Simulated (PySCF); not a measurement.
The same groups moved round the core (quinoline silyl+boryl). All species are isolated molecules in the gas phase. One relaxed conformer stands for each flexible species; it need not be the lowest. Strings in code marks are SMILES.

The numbers are results of PBE-D3(BJ)/def2-TZVP // PBE-D3(BJ)/def2-SVP (PySCF), not measurements. All candidates: neutral, multiplicity 1. Excitations are Tamm–Dancoff values on a coarser integration grid. The basis has no diffuse functions, so Rydberg states are missing or too high.

```yaml
brightest of the four lowest singlets (TDA): 3.90 eV
T1 excitation (TDA): 2.17 eV
S1 excitation (TDA): 2.57 eV
```

Task: Which member has these values?
(A) `Bc1cc([SiH3])c2cccnc2c1`
(B) `Bc1ccc([SiH3])c2cccnc12`
(C) `Bc1cc([SiH3])c2ccccc2n1`
(D) `Bc1cc([SiH3])nc2ccccc12`

Result: C, `Bc1cc([SiH3])c2ccccc2n1`. The others give `Bc1cc([SiH3])nc2ccccc12`: 3.48 eV, 2.12 eV, 2.49 eV; `Bc1ccc([SiH3])c2cccnc12`: 3.81 eV, 2.46 eV, 2.57 eV; `Bc1cc([SiH3])c2cccnc2c1`: 3.99 eV, 2.60 eV, 2.88 eV
